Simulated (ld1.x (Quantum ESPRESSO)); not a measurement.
**Al: one change to a TM potential, before and after**

aluminium (Al), norm-conserving Troullier–Martins (Kleinman–Bylander form), made with ld1.x (Quantum ESPRESSO) 7.5 (LDA (PZ), non-relativistic). Core [Ne], reference 3s2 3p1. Waves: 3s (bound): rc 1.40 bohr; 3p (bound): rc 1.65 bohr. Local part: the p channel. Core correction: Bessel-smoothed model core inside 0.95 bohr.

Change: wave 3s (bound): rc 1.40 bohr becomes 3s (bound): rc 1.72 bohr.

Cutoffs: the cutoffs (Ry, on a coarse ladder) from which the occupation-weighted sum of valence levels, in a spherical-Bessel basis at the reference potential, stays within 10 and 1 mRy of its value at 400 Ry; they do not see the model core or the augmentation charge, which bear on the density cutoff. Errors are all-electron minus pseudo energies relative to the spin-unpolarised reference configuration.

Task: Predict the effect on cutoff, ghosts and configuration errors.

Result: The potential gets softer (35 Ry and 80 Ry → 21 Ry and 35 Ry); of the 9 tests that both files solve, the error grows in 1 and shrinks in 4 by more than 15 % and 0.3 meV (median size 1.5 → 0.8 meV); neither file shows a bound ghost. A larger radius leaves more room for a smooth pseudo-wave, so fewer plane waves are needed.

| quantity | base | changed |
| --- | --- | --- |
| cutoff, loose | 35 Ry | 21 Ry |
| cutoff, tight | 80 Ry | 35 Ry |
| loose cutoff by channel (10 mRy a level) | s 30 Ry, p 6 Ry | s 8 Ry, p 6 Ry |
| bound ghosts | none | none |
| error for 3s2 3p0, meV [ΔE 5.86 eV] | +1.5 | +1.1 |
| error for 3s1 3p0, meV [ΔE 25.20 eV] | +4.3 | +4.2 |
| error for 3s2 3p0.5, meV [ΔE 2.13 eV] | +0.3 | +0.3 |
| error for 3s2 3p1.3, meV [ΔE -0.60 eV] | +0.1 | +0.1 |
| error for 3s0 3p3, meV [ΔE 10.44 eV] | -6.1 | +3.4 |
| error for 3s1 3p2, meV [ΔE 5.12 eV] | -1.5 | +0.5 |
| error for 3s1 3p1, meV [ΔE 11.64 eV] | +2.6 | +4.2 |
| error for 3s2 3p1 (spin-polarised), meV [ΔE -0.14 eV] | +0.2 | +0.1 |
| error for 3s1 3p0 (spin-polarised), meV [ΔE 24.77 eV] | -3.1 | +0.8 |
